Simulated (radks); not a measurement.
Values are calculated unless marked as measured or tabulated.
Problem. Spherical quantum dot in the effective-mass picture: electrons in a hard-walled sphere of unknown radius, with a point charge +1 (a donor) at the centre, all in effective atomic units (hartree* = m*/eps^2 hartree, bohr* = eps/m* bohr), one dielectric constant everywhere. Level of theory: non-relativistic Kohn-Sham, LDA (Slater exchange, Perdew-Wang correlation), spin-polarised, spherical densities (a radial shooting solver with Libxc functionals). Levels are named by radial order and angular momentum (1s, 1p, 1d, 2s, ...), and open shells are averaged over m. Each electron was tried in the lowest free levels, single moves between levels near the top were tried too, and the lowest total energy was kept; such a search can miss a lower state. The values of mu = E(N) - E(N-1) (hartree*) for N = 2 to 12 are 0.40804, 1.8282, 2.3082, 2.8018, 3.4346, 3.9041, 4.3840, 5.6763, 6.1360, 6.5984, 7.0622. Estimate radius.

Solution. radius = 2.67 (effective atomic units). The central charge lowers the s levels, so the charging steps and shell gaps carry the answer. The first electron has mu near pi^2/(2 R^2) without a central charge, and the charging energy goes as 1/R.
